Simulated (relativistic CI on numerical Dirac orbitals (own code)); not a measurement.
Ni2+ in a cubic cluster: L2,3 absorption with charge transfer

Computed with a charge-transfer multiplet model of a cubic metal-ligand cluster with up to 2 ligand holes, Slater and spin-orbit integrals from Dirac-Coulomb-Breit ions, Slater integrals scaled by 0.8. The ground state mixes d8 with configurations of k ligand holes L, whose averages lie at kΔ + k(k − 1)U_dd/2; a core hole lowers each added d electron by U_cd. 300 K, Lorentzian 0.4 eV and Gaussian 0.3 eV FWHM.

Atomic integrals in eV (Slater integrals scaled, ζ unscaled), ground: F2dd 9.736, F4dd 6.042, zeta_d 0.080; with the core hole: F2dd 9.736, F4dd 6.042, zeta_d 0.103, zeta_core 11.413, F2cd 6.198, G1cd 4.674, G3cd 2.657.

Cluster parameters (eV): Δ = 2.1, U_dd = 6.5, U_cd = 8.4, 10Dq = 0.25, 10Dq(ligand) = 0.4, final-state hopping factor = 1.

```
                             Case   n_d    d8   d9L  d10L2     S
V(eg) = 1.5 eV, V(t2g) = -0.68 eV  8.23  0.78  0.22   0.01  1.00
V(eg) = 1.8 eV, V(t2g) = -0.82 eV  8.28  0.73  0.26   0.01  1.00
V(eg) = 2.4 eV, V(t2g) = -1.09 eV  8.36  0.66  0.33   0.02  1.00
V(eg) = 2.7 eV, V(t2g) = -1.23 eV  8.40  0.63  0.35   0.02  1.00
  V(eg) = 3 eV, V(t2g) = -1.36 eV  8.43  0.60  0.37   0.03  1.00
```

Weights, n_d and S are thermal averages at 300 K. Photon energies count from the first peak over 30 % of the highest in each spectrum, which can be another peak from case to case. The parameters are a model scan and need not match a compound or its usual spin state. Peaks in eV (height, largest 100):
- V(eg) = 1.5 eV, V(t2g) = -0.68 eV: 0.0 (100), 0.9 (19), 3.3 (12), 4.2 (9), 17.2 (20), 17.8 (19), 20.5 (5)
- V(eg) = 1.8 eV, V(t2g) = -0.82 eV: 0.0 (100), 1.0 (19), 3.9 (10), 4.8 (7), 17.2 (21), 17.8 (20)
- V(eg) = 2.4 eV, V(t2g) = -1.09 eV: 0.0 (100), 0.9 (19), 5.0 (8), 17.2 (24), 17.7 (22)
- V(eg) = 2.7 eV, V(t2g) = -1.23 eV: 0.0 (100), 0.9 (19), 5.6 (7), 17.2 (25), 17.7 (23)
- V(eg) = 3 eV, V(t2g) = -1.36 eV: 0.0 (100), 0.9 (19), 6.2 (6), 17.2 (25), 17.7 (24)

For the case V(eg) = 2.4 eV, V(t2g) = -1.09 eV, Δ = 2.1 eV is smaller than U_dd = 6.5 eV, the charge-transfer side of the Zaanen-Sawatzky-Allen scheme. With the core hole the configuration with one ligand hole lies at Δ + U_dd − U_cd = 0.2 eV from the one without, against Δ in the ground state.
